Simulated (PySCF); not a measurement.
**Trend along group 3: MH molecules**

CCSD(T) with triple-zeta basis sets in PySCF, for the lowest determinant that a PBE0 search found; no spin–orbit coupling. De refers to high-spin ground-configuration atoms.

```tsv
M	basis	reference, frozen orbitals	state (unpaired electrons)	Re (Å)	ωe (cm⁻¹)	De (eV)
Sc	def2-TZVPP	UHF, 5	triplet (σ ↑, δ ↑)	1.881	1459	2.07
Y	def2-TZVPP	RHF, 0	singlet (closed shell)	1.933	1513	3.03
La	x2c-TZVPPall	UHF, 18	triplet (σ ↑, δ ↑)	2.097	1368	2.58
```

The shortest bond is that of ScH (1.881 Å), the longest that of LaH (2.097 Å). YH is bound most strongly (3.03 eV) and ScH least (2.07 eV).

The rows differ in basis set, which adds steps of its own.

The state changes along the series, so neighbouring rows are not always alike in their bonding.

Correlated steps freeze the inner cores (0 to 18 orbitals); shallow outer-core shells are correlated. These are scalar-relativistic numbers at best; spin–orbit coupling would shift them, the dissociation energy most. Where the molecule has an RHF reference, its open-shell atoms are computed with UHF. The CCSD T1 diagnostic is raised in YH, a sign that a single reference may not be enough there. The state is the lowest single determinant that the PBE0 search found; with open d or f shells the true ground state can be another one.
